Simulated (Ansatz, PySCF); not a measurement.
This Ansatz (a quantum-chemistry and plane-wave program) input computes a B3LYP/def2-TZVPD energy:

Ansatz 0.2 input:
```yaml
crystal:
  periodic: [false, false, false]
  atoms:
    - {symbol: C, position_ang: [1.61440052, 1.13498542, 0.19390127]}
    - {symbol: C, position_ang: [0.52885921, 0.34092115, 0.18506114]}
    - {symbol: C, position_ang: [-0.49906388, -0.32674911, -0.15482194]}
    - {symbol: O, position_ang: [-1.48709825, -1.00911312, -0.32174324]}
    - {symbol: H, position_ang: [2.03161087, 1.17796015, 1.22910305]}
basis:
  gaussian:
    orbitals: def2-TZVPD
hamiltonian:
  xc: {name: B3LYP}
total_charge: -1
output: {forces: true}
```

**Question.** Write an input for the same energy in PySCF and say what it gives.

**Answer.** 
```python
from pyscf import gto, scf, dft

mol = gto.M(
    atom='''
    C     1.61440052    1.13498542    0.19390127
    C     0.52885921    0.34092115    0.18506114
    C    -0.49906388   -0.32674911   -0.15482194
    O    -1.48709825   -1.00911312   -0.32174324
    H     2.03161087    1.17796015    1.22910305
    ''',
    basis='def2-tzvpd',
    charge=-1,
    spin=0,
    verbose=4,
)

mf = dft.RKS(mol, xc='b3lyp').density_fit(auxbasis='def2-universal-jkfit')
mf.grids.level = 3
mf.conv_tol = 1e-9
mf.max_cycle = 100
mf.max_memory = 1500
mf.kernel()
if not mf.converged:
    mf = mf.newton()
    mf.kernel(mf.make_rdm1())
mf.analyze()
```
It gives -190.12531 Eh, and Ansatz -190.12528 Eh, a difference of 0.03 mEh, from the treatment of integrals and grids.

It need not be the lowest isomer of its formula. Whether it binds its extra electron was not tested at this geometry.
